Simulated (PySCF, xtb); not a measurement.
Al(H)(I)(OMe) (CH4AlIO), SMILES C[O][AlH][I].

GFN2-xTB run with xtb at its own geometry gives an orbital gap of 4.72 eV and a dipole moment of 4.99 D.

Geometry: PBE0-D3(BJ)/def2-SVP. The structure was generated by enumeration; whether it is a known compound was not checked. The def2 effective core potentials stand for the cores of I; spin–orbit coupling is left out. Other conformers were not sampled.

Question: What does PBE/def2-TZVP run with PySCF give? (An estimate is asked for; the answer gives what the named calculation found.)

Answer: gap 4.83 eV (levels -6.64 and -1.81 eV), dipole 0.95 D.
